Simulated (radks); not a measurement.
Task: Co II, 26 electrons, occupied as [Ar] 3d8. Method: scalar-relativistic Kohn-Sham, r2SCAN, spin-polarised, spherical densities, finite nucleus; open shells are filled with parallel spins first; meta-GGA in the generalised Kohn-Sham scheme; Fermi nuclear charge, rms radius 3.7875 fm; computed with a radial shooting solver on a logarithmic mesh with Libxc functionals. Some entries of the table are withheld. Estimate them.

orbital  occ.  eigenvalue (eV)  r(max) (bohr)  <r> (bohr)
1s down     1        -7621.526        0.03679     0.05620
1s up       1        -7621.515        0.03679     0.05620
2s up       1        -911.3446         0.2129      0.2551
2s down     1        -910.0940         0.2128      0.2548
2p up       3        -779.2252         0.1721      0.2249
2p down     3        -778.2761         0.1720      0.2247
3s up       1        -110.1179            (1)      0.7771
3s down     1        -107.3979            (2)      0.7789
3p up       3         -72.1046         0.6807      0.8229
3p down     3         -69.4107         0.6818      0.8261
3d up       5              (3)         0.6799         (4)
3d down     3              (5)         0.6864         (6)

Result: 
(1) 3s up r(max) (bohr): 0.6692
(2) 3s down r(max) (bohr): 0.6699
(3) 3d up eigenvalue (eV): -13.1936
(4) 3d up <r> (bohr): 1.105
(5) 3d down eigenvalue (eV): -10.8216
(6) 3d down <r> (bohr): 1.171
